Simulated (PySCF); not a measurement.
Cl3NbO, multiplicity 1. Atoms are numbered in the order given.

```xyz
5

Nb     0.0000     0.0000    -0.2244
O      0.0000     0.0000    -1.9109
Cl     1.8917     1.0922     0.4801
Cl    -1.8917     1.0922     0.4801
Cl     0.0000    -2.1844     0.4801
```
Charge 0, spin multiplicity 1.

Geometry optimised at B3LYP-D3(BJ)/def2-SVP. The multiplicity is an assumed one; no other spin state was optimised. The isomer is the one that the SMILES or the coordinates give; other isomers of the formula were not compared. The def2 effective core potentials stand for the cores of Nb; spin–orbit coupling is left out.

Method: PBE/def2-TZVP (PySCF).

Symmetry labels are those of the subgroup Cs that the program uses (full group C3v).

Computed valence orbital energies around the gap with their symmetry:
```csv
orbital,symmetry,energy (eV)
HOMO−7,A",-9.93
HOMO−6,A',-9.89
HOMO−5,A',-9.07
HOMO−4,A",-9.07
HOMO−3,A',-8.65
HOMO−2,A",-8.52
HOMO−1,A",-8.39
HOMO,A',-8.39
LUMO,A",-4.15
LUMO+1,A',-4.15
LUMO+2,A',-2.52
LUMO+3,A",-2.52
```
